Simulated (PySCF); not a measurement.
## Scandium: a sound run and one with changed settings

Sound run: Sc [Ar] 3d1 4s2, Sc⁺ [Ar] 3d1 4s1. Computed with PySCF 2.14 in 6-31G* (5s4p2d1f, 34 functions), with no relativity, point nucleus. In the sound run the correlated levels freeze [Ar]. The sound run starts from symmetry-adapted Hartree-Fock orbitals and uses a fine grid where one is needed.

Changed run: initial guess sap, at most 50 SCF cycles.

```tsv
species	method	sound run (hartree)	changed run (hartree)	converged
Sc	UHF	-759.67571	-759.67571	yes
Sc	TPSS	-760.57128	-760.57128	yes
Sc	M06-L	n/a	-760.51600	no
Sc	MP2	-759.69640	-759.69640	yes
Sc⁺	UHF	-759.47888	-759.47888	yes
Sc⁺	TPSS	-760.33976	-760.34840	yes
Sc⁺	M06-L	n/a	-760.28983	yes
Sc⁺	MP2	-759.48027	-759.48027	yes
```

Ionisation energy of Sc:

```tsv
method	sound run (eV)	changed run (eV)
UHF	5.356	5.356
MP2	5.881	5.881
SCS-MP2	5.987	5.987
```

The plain start fixes occupations by D2h representation alone, and Sc⁺ at TPSS, Sc⁺ at M06-L landed in another state (other ⟨L²⟩ or ⟨S²⟩). 

For comparison, NIST gives 6.561 eV between the lowest levels.
